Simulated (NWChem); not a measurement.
System: MgSiH4O; SMILES [OH][Mg][SiH3]

Program: NWChem. Each level has its own optimisation; frequencies are unscaled. One conformer.

**Question.** Order these by “lowest (cm⁻¹)”, lowest first: LDA (Slater exchange, VWN5)/def2-SVP; PBE-D3(BJ)/def2-SVP; BLYP/def2-SVP.

**Answer.** PBE-D3(BJ)/def2-SVP (21), BLYP/def2-SVP (46), LDA (Slater exchange, VWN5)/def2-SVP (95)
